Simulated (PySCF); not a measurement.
Ligand exchange on a metal centre used in film growth or etching (Zr F-NH2). All species are isolated molecules in the gas phase. One relaxed conformer stands for each flexible species; it need not be the lowest.

The HOMO from two functionals at the same geometries (BP86-D3(BJ)/def2-SVP), both in PySCF: PBE-D3(BJ)/def2-TZVP and B3LYP-D3(BJ)/def2-TZVP. B3LYP has the VWN-RPA correlation part, as in Gaussian. 

| species | PBE-D3(BJ)/def2-TZVP (eV) | B3LYP-D3(BJ)/def2-TZVP (eV) |
|---|---|---|
| 1 of 4 F replaced by NH2 ([Zr(F)3(NH2)]) | -6.73 | -7.95 |
| 2 of 4 F replaced by NH2 ([Zr(F)2(NH2)2]) | -5.81 | -6.96 |
| 3 of 4 F replaced by NH2 ([Zr(F)(NH2)3]) | -5.68 | -6.82 |
| 4 of 4 F replaced by NH2 | -5.34 | -6.47 |

Over these rows, drawn at random from the members with no instability flagged (it was tested for open shells, ions and some series alone), PBE minus B3LYP-D3(BJ): mean +1.16 eV, from +1.13 eV to +1.22 eV.
